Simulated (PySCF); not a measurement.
Level of theory: PySCF 2.14.0 with PBE-D3(BJ)/def2-TZVP // B3LYP-D3(BJ)/def2-TZVP. Isolated molecules, 0 K electronic values unless said otherwise. Excitations are Tamm–Dancoff values on a coarser integration grid. The basis has no diffuse functions, so Rydberg states are missing or too high.

Reference species (SMILES): `C#CNC#C` (neutral, multiplicity 1).

```
Item                  Result
-------------------  -------
dipole moment         1.21 D
S1 excitation (TDA)  4.68 eV
```

Changed species: `N=C=C1C=C1`.

Question: What does the change do to the dipole moment and S1 excitation (TDA)?

Answer: the dipole moment goes up by 1.95 D, to 3.16 D; the S1 excitation (TDA) decreases by 1.74 eV, to 2.94 eV.
